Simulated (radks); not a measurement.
The thulium ion Tm67+, 2 electrons, occupied as [He]. Method: non-relativistic Kohn-Sham, LDA (Slater exchange, Perdew-Wang correlation), spin-unpolarised, spherical densities, point nucleus; relativity is left out, which matters for an element this heavy; computed with a radial shooting solver on a logarithmic mesh with Libxc functionals.

Normalised radial functions P(r) = r R(r), r in bohr:

```
   r/bohr * 1s, o 2s, + 2p (the largest magnitude, 6.08, reaches the edge; | marks zero, & curves that meet)
0.0008839                             +o  *
 0.001179                             + o   *
  0.00156                             + o    *
 0.002081                             +  o     *
 0.002775                             +   o       *
 0.003701                             +    o         *
 0.004897                             |+    o           *
 0.006531                             |+     o             *
 0.008711                             | +     o               *
  0.01162                             |  +    o                 *
  0.01537                             |    +  o                  *
   0.0205                             |    o +                 *
  0.02735                             |o        +          *
  0.03648                        o    |            + *
  0.04865                  o          |        *      +
  0.06437              o              |   *           +
  0.08585             o               |*            +
   0.1145                 o           *        +
   0.1527                       o     *    +
   0.2021                           o * +
   0.2695                             &
```

1s: eigenvalue -63113 eV, 0 radial nodes, <r> = 0.0219 bohr, 90 % of the charge inside 0.0388 bohr. 2s (empty): eigenvalue -15509.8 eV, 1 radial node at r = 0.0292 bohr, <r> = 0.0883 bohr, 90 % of the charge inside 0.134 bohr. 2p (empty): eigenvalue -15415.8 eV, 0 radial nodes, <r> = 0.0739 bohr, 90 % of the charge inside 0.118 bohr.
